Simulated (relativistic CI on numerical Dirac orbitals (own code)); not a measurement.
## One change at a time: Ca¹⁷⁺

Base calculation: Dirac-Coulomb-Breit CI, separate exchange-only KLI orbitals for each configuration, model QED, unscaled Slater integrals.

Configuration list (outside the closed core 1s2): 2s, 2p, 3s, 3p, 3d, 4s, 4p, 4d, 4f, 5s, 5p, 5d, 5f, 5g. Levels of other configurations are missing.

Variants: (1) configuration mixing switched off; (2) one mean potential for all configurations. Shifts of the energy above 2s ²S1/2, in eV, for the lowest level and the first level of each name with at least 55 % of one term (blank where a level changes its place among those of its configuration and J or its character, or is not in the variant):

| Level | Base | Δ(1) | Δ(2) |
| --- | --- | --- | --- |
| 2s ²S1/2 | 0.000 | 0.000 | 0.000 |
| 2p ²P°1/2 | 36.103 | +0.001 | +0.027 |
| 2p ²P°3/2 | 41.153 | 0.000 | +0.023 |
| 3s ²S1/2 | 651.688 | 0.000 | +0.006 |
| 3p ²P°1/2 | 661.691 | 0.000 | -0.001 |
| 3p ²P°3/2 | 663.180 | 0.000 | +0.001 |
| 3d ²D3/2 | 666.887 | 0.000 | +0.015 |
| 3d ²D5/2 | 667.358 | 0.000 | +0.015 |
| 4s ²S1/2 | 875.290 | 0.000 | +0.011 |
| 4p ²P°1/2 | 879.407 | -0.001 | +0.008 |
| 4p ²P°3/2 | 880.033 | 0.000 | +0.010 |
| 4d ²D3/2 | 881.571 | 0.000 | +0.016 |
| 4d ²D5/2 | 881.770 | 0.000 | +0.016 |
| 4f ²F°5/2 | 881.847 | 0.000 | +0.019 |
| 4f ²F°7/2 | 881.946 | 0.000 | +0.019 |
| 5s ²S1/2 | 977.765 | 0.000 | +0.014 |
| 5p ²P°1/2 | 979.846 | -0.001 | +0.013 |
| 5p ²P°3/2 | 980.167 | 0.000 | +0.014 |
| 5d ²D3/2 | 980.948 | 0.000 | +0.017 |
| 5d ²D5/2 | 981.050 | 0.000 | +0.017 |
| 5f ²F°5/2 | 981.093 | 0.000 | +0.019 |
| 5f ²F°7/2 | 981.144 | 0.000 | +0.019 |

At this charge energies of transitions that change n are usually good to better than 1 %, and those within a shell (Δn = 0) to a few per cent.

Ionisation energy from the two ground configurations alone: base 1157.53 eV. The NIST ASD value (theoretical) is 1157.73 eV.
